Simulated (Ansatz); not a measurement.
System: furan-2-ol, C$_{4}$H$_{4}$O$_{2}$, net charge 0, singlet state. 
Structure (B3LYP-D3(BJ)/def2-TZVP (Ansatz, a program for electronic structure) minimum search):
```
C
O 1 1.3411
H 2 0.9655 1 108.98
O 1 1.3517 2 116.95 3 0.00
C 1 1.3553 2 131.44 3 -180.00
H 5 1.0750 1 126.56 2 0.00
C 4 1.3834 1 106.55 2 -180.00
C 7 1.3506 4 109.43 1 0.00
H 7 1.0737 8 134.83 5 -180.00
H 8 1.0769 7 126.02 9 0.00
```

Property: vertical ionisation energy (to the doublet state of charge +1; each state is the SCF solution reached for its spin; the UHF <S^2> is 0.86 for the doublet (pure: 0.75)), in eV. Correlated levels leave the core frozen unless marked. UHF or UKS for open shells. Spin-orbit coupling is left out. Non-relativistic. CBS(X,Y): correlation extrapolated as X^-3; Hartree-Fock from the larger set. [CCSD(T)-MP2]/basis is that difference in the basis named.

```
level                                                          program  vertical ionisation energy (eV)  minus last row
-------------------------------------------------------------  -------  -------------------------------  --------------
PBE0/def2-TZVPD                                                 Ansatz                             8.16           -0.30
wB97M-V/def2-TZVPD                                              Ansatz                             8.22           -0.24
RI-MP2/aug-cc-pVQZ                                              Ansatz                             8.76            0.30
SCS-MP2/aug-cc-pVDZ                                             Ansatz                             8.49            0.03
SCS-MP2/aug-cc-pVTZ                                             Ansatz                             8.64            0.18
CCSD/aug-cc-pVDZ                                                Ansatz                             8.17           -0.29
RI-MP2/CBS(aug-cc-pVTZ,aug-cc-pVQZ)+[CCSD(T)-MP2]/aug-cc-pVTZ   Ansatz                             8.46            0.00
```
